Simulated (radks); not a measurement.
Excited configurations of As IV: one electron is placed in a higher orbital outside [Ar] 3d10 4s1. The ground configuration is [Ar] 3d10 4s2. All-electron calculation, scalar-relativistic Kohn-Sham, PBE, spin-polarised, spherical densities, point nucleus; open shells are filled with parallel spins first. Program: a radial shooting solver on a logarithmic mesh with Libxc functionals. Excitation = E - E(ground); binding = E(ion) - E, where the ion is the core of charge +4; n* = 4/sqrt(2 binding) in atomic units, and the quantum defect is n - n*.

outer orbital  excitation (eV)  binding (eV)     n*  eigenvalue (eV)
4p                      10.231        40.005  2.333          -34.770
4d                      25.925        24.310  2.992          -20.608
5s                      27.251        22.984  3.078          -20.557
5p                      30.950        19.286  3.360          -17.156
5d                      36.351        13.884  3.960          -12.247
5f                      40.661         9.575  4.768           -8.337
6s                      36.862        13.373  4.035          -11.975
6f                      43.517         6.718  5.692           -5.967
7s                      41.486         8.749  4.988           -7.898
7p                      42.397         7.838  5.270           -7.059
7d                      43.907         6.329  5.865           -5.682
7f                      45.278         4.957  6.627           -4.452

The Delta-SCF ionisation energy is 50.235 eV (NIST Atomic Spectra Database: 50.2 eV, measured). Self-interaction in the functional shifts the binding energies and quantum defects, so they are the method's values and not measured ones.
